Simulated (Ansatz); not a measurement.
`[CH3][GeH2][SiH2]P` + CH₃NH₂ → `NC[SiH2]P` + `[CH3][GeH3]`  (formal exchange of groups at the Si–Ge bond)

Isolated molecules relaxed with PBE0-D4/def2-TZVP in Ansatz; ΔE leaves out vibrations. CCSD(T)/CBS is the MP2 limit (def2-TZVPP, def2-QZVPP) plus CCSD(T) − MP2 in def2-TZVPP, frozen cores. DFT in def2-TZVPP. B3LYP here is the variant with VWN-RPA as its local correlation; programs differ in this. For Ge outer-core shells are correlated without core-valence functions, which leaves a few kJ/mol of doubt a bond. Scalar relativity is left out up to krypton. One conformer a species, not always the lowest.

Question: Is it downhill or uphill in electronic energy at CCSD(T)/CBS, and by how much? (An estimate is asked.)

Answer: Ansatz gave: Uphill: ΔE = +31.8 kJ/mol.

Question: What do these levels give: PBE0-D4, B3LYP-D4, B2PLYP, HF/def2-TZVPP, HF/CBS(def2), CCSD/CBS(def2)? (Estimate.)

Answer: Computed: PBE0-D4 35.9, B3LYP-D4 32.1, B2PLYP 30.1, HF/def2-TZVPP 26.0, HF/CBS(def2) 24.8, CCSD/CBS(def2) 31.3 kJ/mol.

Largest T1 diagnostic among the species: 0.012.

In def2-TZVPP, CCSD(T) changes the Hartree–Fock value by +5.1 kJ/mol (the triples alone add +0.5 kJ/mol) and MP2 by +3.5 kJ/mol.
